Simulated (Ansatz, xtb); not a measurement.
**C2H5ClGeSi: which of two isomers lies lower**

We compare X, `C#[C][Ge@@H]([SiH3])[Cl]`, a singlet, with Y, `C#C[Si@@H](Cl)[GeH3]`, a singlet. Both are isolated molecules in the gas phase, relaxed with PBE0-D3(BJ)/def2-SVP.

Quicker runs give these differences E(Y) − E(X): GFN2-xTB +8.1 kcal/mol; HF/STO-3G −0.8 kcal/mol (at GFN2-xTB geometries); r2SCAN-D4/def2-SVP −8.1 kcal/mol (at GFN2-xTB geometries).

Task: Estimate which is lower in electronic energy at CCSD(T)/def2-SVP + ΔMP2/def2-TZVPP, and by roughly how much.

Result: The CCSD(T)/def2-SVP + ΔMP2/def2-TZVPP calculation puts structure Y lower, by 8.0 kcal/mol.

Level by level:

```tsv
level	geometry	E(Y) − E(X) (kcal/mol)	departure from the last row (kcal/mol)	job, with rough time for the two
GFN2-xTB	GFN2-xTB	+8.1	+16.1	optimisation, 0.51 s
HF/STO-3G	GFN2-xTB	−0.8	+7.1	single point, 2.1 s
r2SCAN-D4/def2-SVP	GFN2-xTB	−8.1	−0.1	single point, 7.8 s
PBE0-D3(BJ)/def2-SVP	PBE0-D3(BJ)/def2-SVP	−8.7	−0.7	optimisation, 2 min
HF/def2-SVP	PBE0-D3(BJ)/def2-SVP	−6.9	+1.1	part of the CCSD(T) run
MP2/def2-SVP	PBE0-D3(BJ)/def2-SVP	−8.1	−0.1	part of the CCSD(T) run
CCSD(T)/def2-SVP	PBE0-D3(BJ)/def2-SVP	−7.6	+0.3	single point
CCSD(T)/def2-SVP + ΔMP2/def2-TZVPP	PBE0-D3(BJ)/def2-SVP	−8.0		single point, 99 s
```

As drawn, Y has 1 C–Si, 1 Cl–Si, 2 Ge–H in place of 1 C–Ge, 1 Cl–Ge, 2 Si–H.

GFN2-xTB puts the two in the other order. The largest departure from CCSD(T)/def2-SVP + ΔMP2/def2-TZVPP is that of GFN2-xTB, 16.1 kcal/mol. The last row adds to CCSD(T) the change of the MP2 difference between the two basis sets, here −0.3 kcal/mol.

With thermal terms from frequencies at re-optimised GFN2-xTB minima (ideal gas, soft modes damped towards free rotors, one conformer each, 298.15 K, 1 atm): the zero-point term adds +0.4 kcal/mol; ΔH is −7.8 and ΔG −7.5 kcal/mol.

The correlated steps freeze 21 core orbitals; the filled d shell of Ge is correlated, in a basis made for valence electrons. Run with Ansatz 0.2.0, xtb 6.7.1; the last row on 2 threads of Intel(R) Xeon(R) Processor @ 2.50GHz (Skylake/Cascade Lake) on a shared host.
